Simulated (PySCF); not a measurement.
**Checking a proposed structure**

A compound C₄H₁₁FO₂Si₂ gives the data below (simulated from a calculation) and was assigned the structure `C/C(=C\O[SiH3])O[SiH2]CF`.

13C{1H} NMR (computed): δ 153.8 (CH), 128.2 (C), 90.0 (CH2), 38.1 (CH2).

1H NMR (500 MHz, computed): δ 6.83 (s, 1H), 5.16 (s, 2H), 5.02 (s, 3H), 4.58 (m, 2H), 2.29 (m, 2H), 1.98 (br s, 1H).

[PySCF 2.14: geometry: GFN2-xTB; σ from GIAO-PBE0/pcSseg-1; one conformer; one averaged value for each set of equivalent atoms; no solvent; non-relativistic Hamiltonian]

References, each an isolated molecule treated in the same way: 1H, 13C against TMS.

**Question.** Compare with the shifts computed for the proposed structure, pairing carbons in order of shift.

**Answer.** Structure with atom numbers: `[CH3:1]/[C:2](=[CH:3]\[O:4][SiH3:5])[O:6][SiH2:7][CH2:8][F:9]`. Hydrogens are named by the atom that carries them.

| atom | computed for proposal | given list | difference |
| --- | --- | --- | --- |
| C2 | 145.7 | 153.8 | -8.1 |
| C3 | 133.6 | 128.2 | +5.4 |
| C8 | 77.0 | 90.0 | -13.0 |
| C1 | 13.6 | 38.1 | -24.5 |

The rms difference is 14.7 ppm and the largest -24.5 ppm at C1 (allylic methyl carbon). The carbon types in order of shift don't match either: C, CH, CH2, CH3 for the proposal against CH, C, CH2, CH2 in the data. The proposal doesn't fit.

**Question.** Which isomer fits?

**Answer.** SMILES O[SiH2]/C(=C\O[SiH3])CCF.

Carbon types of the structure: 1 × C, 1 × CH, 2 × CH2, leaving 6 H on heteroatoms. δC 153.8: alkene carbon bearing oxygen; an sp2 carbon further deshielded by the attached heteroatom. δC 128.2: β carbon of an enol-ether or enamine type C=C. δC 90.0: sp3 CH2 bonded to F; pulled downfield by the heteroatom. δC 38.1: allylic sp3 CH2; a saturated carbon with 2 carbon neighbours and no heteroatom attached.

This is the structure that produced the data.

The OH or NH signal is concentration- and solvent-dependent in practice; the value given is the gas-phase one. Splittings by 19F in the carbon and heteronuclear signals aren't shown, as no couplings were computed. Shifts are as computed. Against solution values, carbons near 30 ppm lie about +3 ppm off and those near 130 ppm about +5 ppm. Of 1211 compounds with measured shifts, 218 miss one by over three times the rms of a fit or turn the order of signals round; such compounds aren't used in these exercises. Multiplicities follow the n + 1 count of equivalent neighbours, as no J values were calculated; m marks all less simple cases, F and P coupling included.
